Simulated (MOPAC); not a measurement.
Input file for MOPAC: PM7 on H4OSi (SMILES O[SiH3]), a point of a torsion scan.

```
PM7 1SCF PRECISE CHARGE=0 THREADS=1
H4OSi

O      1.10168233 1    -0.48137592 1    -0.24577506 1
Si    -0.42464095 1     0.01333920 1     0.02213382 1
H      1.86379521 1     0.03980336 1    -0.01667391 1
H     -0.41784026 1     1.33735557 1     0.64729133 1
H     -1.03460934 1    -0.97326670 1     0.90776257 1
H     -1.08371998 1     0.05927427 1    -1.27916454 1
```

It printed:

```
*******************************************************************************
 **                                                                           **
 **                              MOPAC v23.2.5                                **
 **                                                                           **
 *******************************************************************************
 ** MOPAC's Digital Object Identifier: https://doi.org/10.5281/zenodo.6511958 **
 **                                                                           **
 ** Please cite the open-source release paper for use of this MOPAC version:  **
 ** J. E. Moussa and J. J. P. Stewart (2026)                                  **
 ** MOPAC: An open-source semiempirical molecular orbital program             **
 ** J. Open Source Softw., 11(119), 8025, https://doi.org/10.21105/joss.08025 **
 *******************************************************************************

                              PM7 CALCULATION RESULTS

 *******************************************************************************
 *  PM7        - The PM7 Hamiltonian to be used
 *
 *
 *
 *                 CHARGE ON SYSTEM = 0
 *
 *
 *
 *  PRECISE    - TIGHTER CRITERIA TO BE USED
 *  1SCF       - DO 1 SCF AND THEN STOP
 *  THREADS=1  - MULTI-THREADING NOT USED
 *  T=         - A TIME OF 172800.0 SECONDS REQUESTED
 *  DUMP=N     - RESTART FILE WRITTEN EVERY 7200.0 SECONDS REQUESTED
 *******************************************************************************
PM7 1SCF PRECISE CHARGE=0 THREADS=1
 H4OSi

   ATOM   CHEMICAL          X               Y               Z
  NUMBER   SYMBOL      (ANGSTROMS)     (ANGSTROMS)     (ANGSTROMS)

     1       O          1.10168233  *  -0.48137592  *  -0.24577506  *
     2      Si         -0.42464095  *   0.01333920  *   0.02213382  *
     3       H          1.86379521  *   0.03980336  *  -0.01667391  *
     4       H         -0.41784026  *   1.33735557  *   0.64729133  *
     5       H         -1.03460934  *  -0.97326670  *   0.90776257  *
     6       H         -1.08371998  *   0.05927427  *  -1.27916454  *



          CARTESIAN COORDINATES

    NO.       ATOM           X           Y           Z

     1         O          1.1017     -0.4814     -0.2458
     2        Si         -0.4246      0.0133      0.0221
     3         H          1.8638      0.0398     -0.0167
     4         H         -0.4178      1.3374      0.6473
     5         H         -1.0346     -0.9733      0.9078
     6         H         -1.0837      0.0593     -1.2792

 General Reference for PM7:
 "Optimization of Parameters for Semiempirical Methods VI: More Modifications to the
 NDDO Approximations and Re-optimization of Parameters", J. J. P. Stewart, J. Mol. Mod., 1:32, 19 (2013)
 https://link.springer.com/article/10.1007/s00894-012-1667-x

           Empirical Formula: H4 O Si  =     6 atoms



      MOLECULAR POINT GROUP   :   Cs


      RHF CALCULATION, NO. OF DOUBLY OCCUPIED LEVELS = 7


 -------------------------------------------------------------------------------
 PM7 1SCF PRECISE CHARGE=0 THREADS=1
 H4OSi



     1SCF WAS SPECIFIED, SO BFGS WAS NOT USED
     SCF FIELD WAS ACHIEVED


                              PM7 CALCULATION
                                                       MOPAC v23.2.5 Linux




          FINAL HEAT OF FORMATION =        -70.49923 KCAL/MOL =    -294.96879 KJ/MOL


          COSMO AREA              =         87.57 SQUARE ANGSTROMS
          COSMO VOLUME            =         73.04 CUBIC ANGSTROMS

          IONIZATION POTENTIAL    =         11.617328 EV
          HOMO LUMO ENERGIES (EV) =        -11.617  1.097
          NO. OF FILLED LEVELS    =          7
          MOLECULAR WEIGHT        =         48.1165         POINT GROUP:  Cs

          MOLECULAR DIMENSIONS (Angstroms)

            Atom       Atom       Distance
            H     6    H     3     3.20657
            H     4    H     5     2.36313
            H     4    O     1     1.75921


          SCF CALCULATIONS        =          1





   ATOM   CHEMICAL          X               Y               Z
  NUMBER   SYMBOL      (ANGSTROMS)     (ANGSTROMS)     (ANGSTROMS)

     1       O          1.10168233  *  -0.48137592  *  -0.24577506  *
     2      Si         -0.42464095  *   0.01333920  *   0.02213382  *
     3       H          1.86379521  *   0.03980336  *  -0.01667391  *
     4       H         -0.41784026  *   1.33735557  *   0.64729133  *
     5       H         -1.03460934  *  -0.97326670  *   0.90776257  *
     6       H         -1.08371998  *   0.05927427  *  -1.27916454  *

                             CARTESIAN COORDINATES

   1    O        1.101682330    -0.481375920    -0.245775060
   2   Si       -0.424640950     0.013339200     0.022133820
   3    H        1.863795210     0.039803360    -0.016673910
   4    H       -0.417840260     1.337355570     0.647291330
   5    H       -1.034609340    -0.973266700     0.907762570
   6    H       -1.083719980     0.059274270    -1.279164540


           Empirical Formula: H4 O Si  =     6 atoms



      MOLECULAR POINT GROUP   :   Cs


                  EIGENVALUES
 -29.53490 -18.61693 -16.85289 -13.99972 -13.67680 -12.17062 -11.61733   1.09681
   2.50185   2.67128   5.45722   7.98641  21.83170  22.08111  22.74504  22.94111
  24.05385


              NET ATOMIC CHARGES AND DIPOLE CONTRIBUTIONS

  ATOM NO.   TYPE          CHARGE      No. of ELECS.   s-Pop       p-Pop       d-Pop
    1          O          -0.725485        6.7255     1.71592     5.00956
    2         Si           0.216785        3.7832     0.91567     2.66814     0.19940
    3          H           0.378484        0.6215     0.62152
    4          H           0.033784        0.9662     0.96622
    5          H           0.048212        0.9518     0.95179
    6          H           0.048221        0.9518     0.95178
 DIPOLE           X         Y         Z       TOTAL
 POINT-CHG.    -1.451     1.769     0.868     2.447
 HYBRID         1.090    -0.202    -0.120     1.115
 SUM           -0.362     1.567     0.748     1.774


          ATOMIC ORBITAL ELECTRON POPULATIONS

     Atom    s        px        py        pz      x^2-y^2     xz        z^2       yz        xy
    1  O   1.71592   1.42211   1.70407   1.88339
    2 Si   0.91567   0.60635   1.00811   1.05368   0.04914   0.05629   0.02349   0.02492   0.04556
    3  H   0.62152
    4  H   0.96622
    5  H   0.95179
    6  H   0.95178

 **********************
 *                    *
 * JOB ENDED NORMALLY *
 *                    *
 **********************




 == MOPAC DONE ==
```

The run finished.

Cost: about 0.04 core-seconds (a rough figure).
